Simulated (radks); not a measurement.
Results of a calculation; reference values are marked as such.
Problem. The mean radii <r> (bohr) of the occupied orbitals of an atom or ion are listed with their occupations. Code: a radial shooting solver on a logarithmic mesh with Libxc functionals. Model: scalar-relativistic Kohn-Sham, LDA (Slater exchange, Perdew-Wang correlation), spin-polarised, spherical densities, finite nucleus; Fermi nuclear charge, rms radius of each element as measured or else 0.836 A^(1/3) + 0.57 fm.

orbital  occ.      <r>
1s up       1  0.03521
1s down     1  0.03520
2s up       1   0.1539
2s down     1   0.1539
2p up       3   0.1340
2p down     3   0.1340
3s up       1   0.4296
3s down     1   0.4294
3p up       3   0.4310
3p down     3   0.4308
3d up       5   0.4152
3d down     5   0.4147
4s up       1    1.083
4s down     1    1.080
4p up       3    1.185
4p down     2    1.185
4d up       3    1.489

Name the element and its charge. Open shells, if any, are filled with parallel spins first.

Solution. Z = 42, molybdenum, charge +4: Mo4+ in [Ar] 3d10 4s2 4p5 4d3. The 1s radius gives Z: for a bare nucleus <r> = (2 gamma + 1)/(2Z) with gamma = sqrt(1 - (Z/c)^2), 0.03457 bohr for Z = 42, and screening makes it slightly larger (0.03521 here). The occupations add up to 38, and the charge is Z minus that.
